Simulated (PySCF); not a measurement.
C₂H₅ClSi₂, SMILES C#C[Si@@H]([SiH3])Cl. Heavy atoms are numbered as in [CH:1]#[C:2][Si@@H:3]([SiH3:4])[Cl:5]. Hydrogens are named by the atom that carries them.

Geometry: PBE0-D3(BJ)/def2-SVP. The structure was generated by enumeration; whether it is a known compound was not checked.

These are PBE/def2-TZVP (PySCF) values and carry that method's errors.

Atomic charges (e), one atom of each kind:

```csv
atom,Mulliken,Löwdin,meta-Löwdin
C1 (CH),-0.15,-0.07,?
C2,-0.13,-0.22,-0.28
Si3 (SiH),0.32,-0.13,0.57
Si4 (SiH3),0.02,0.13,?
Cl5,-0.21,0.23,-0.28
H on C1,0.17,0.13,?
H on Si3,-0.01,-0.01,?
H on Si4,0.00,-0.02,-0.05
```

Question: Fill in the missing entries. (The exact figures need the calculation; the answer reports its results.)

Answer: 
- C1 (CH), meta-Löwdin: -0.14
- Si4 (SiH3), meta-Löwdin: 0.17
- H on C1, meta-Löwdin: 0.18
- H on Si3, meta-Löwdin: -0.07

Computed Mayer and Wiberg (Löwdin basis) orders of the bonds:
```
bond     Mayer  Wiberg
-------  -----  ------
C1–C2     2.63    2.97
C2–Si3    1.05    1.21
Si3–Si4   0.93    1.11
Si3–Cl5   1.16    1.79
```
